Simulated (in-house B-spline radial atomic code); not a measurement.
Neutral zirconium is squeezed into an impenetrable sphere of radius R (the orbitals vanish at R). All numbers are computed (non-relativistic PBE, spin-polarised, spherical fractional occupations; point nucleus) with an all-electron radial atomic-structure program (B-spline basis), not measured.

Energies in eV above the free atom in [Kr] 4d2 5s2:

```json
{"R (bohr)": "9.97", "highest level (eV)": "-3.83", "[Kr] 4d2 5s2": "0.04561", "[Kr] 4d2 5s1 5p1": "1.917", "[Ar] 3d10 4s2 4p5 4d3 5s2": "26.7", "-dE/dV in [Kr] 4d2 5s2 (GPa)": "0.0407"}
{"R (bohr)": "5.95", "highest level (eV)": "-1.48", "[Kr] 4d2 5s2": "2.715", "[Kr] 4d2 5s1 5p1": "5.431", "[Ar] 3d10 4s2 4p5 4d3 5s2": "29.19", "-dE/dV in [Kr] 4d2 5s2 (GPa)": "6.79"}
{"R (bohr)": "4.71", "highest level (eV)": "3.12", "[Kr] 4d2 5s2": "10.1", "[Kr] 4d2 5s1 5p1": "14.11", "[Ar] 3d10 4s2 4p5 4d3 5s2": "36.43", "-dE/dV in [Kr] 4d2 5s2 (GPa)": "43.3"}
{"R (bohr)": "4.55", "highest level (eV)": "4.22", "[Kr] 4d2 5s2": "12.07", "[Kr] 4d2 5s1 5p1": "16.36", "[Ar] 3d10 4s2 4p5 4d3 5s2": "38.4", "-dE/dV in [Kr] 4d2 5s2 (GPa)": "56.3"}
{"R (bohr)": "3.54", "highest level (eV)": "18.4", "[Kr] 4d2 5s2": "40.76", "[Kr] 4d2 5s1 5p1": "48.13", "[Ar] 3d10 4s2 4p5 4d3 5s2": "67.7", "-dE/dV in [Kr] 4d2 5s2 (GPa)": "369"}
{"R (bohr)": "2.84", "highest level (eV)": "47.6", "[Kr] 4d2 5s2": "111.6", "[Kr] 4d2 5s1 5p1": "123.1", "[Ar] 3d10 4s2 4p5 4d3 5s2": "140.8", "-dE/dV in [Kr] 4d2 5s2 (GPa)": "1880"}
{"R (bohr)": "2.46", "highest level (eV)": "83", "[Kr] 4d2 5s2": "210.9", "[Kr] 4d2 5s1 5p1": "225.4", "[Ar] 3d10 4s2 4p5 4d3 5s2": "242.8", "-dE/dV in [Kr] 4d2 5s2 (GPa)": "5310"}
{"R (bohr)": "2.1", "highest level (eV)": "146", "[Kr] 4d2 5s2": "414.7", "[Kr] 4d2 5s1 5p1": "432.3", "[Ar] 3d10 4s2 4p5 4d3 5s2": "451.1", "-dE/dV in [Kr] 4d2 5s2 (GPa)": "16100"}
{"R (bohr)": "1.8", "highest level (eV)": "245", "[Kr] 4d2 5s2": "778", "[Kr] 4d2 5s1 5p1": "797.9", "[Ar] 3d10 4s2 4p5 4d3 5s2": "820.2", "-dE/dV in [Kr] 4d2 5s2 (GPa)": "45800"}
{"R (bohr)": "1.26", "highest level (eV)": "729", "[Kr] 4d2 5s2": "3003", "[Kr] 4d2 5s1 5p1": "3016", "[Ar] 3d10 4s2 4p5 4d3 5s2": "3056", "-dE/dV in [Kr] 4d2 5s2 (GPa)": "467000"}
```

(1) Does [Kr] 4d2 5s1 5p1 fall below [Kr] 4d2 5s2 under compression?

(2) Does [Ar] 3d10 4s2 4p5 4d3 5s2 fall below [Kr] 4d2 5s2 under compression?

The highest level is first positive in the row R = 4.71 bohr, pushed up by confinement above the zero of the free ion's potential. Each configuration is held fixed and needn't be the lowest in the sphere.

## Answers

(1) No, it stays above over the whole range.

(2) No, it stays above over the whole range.
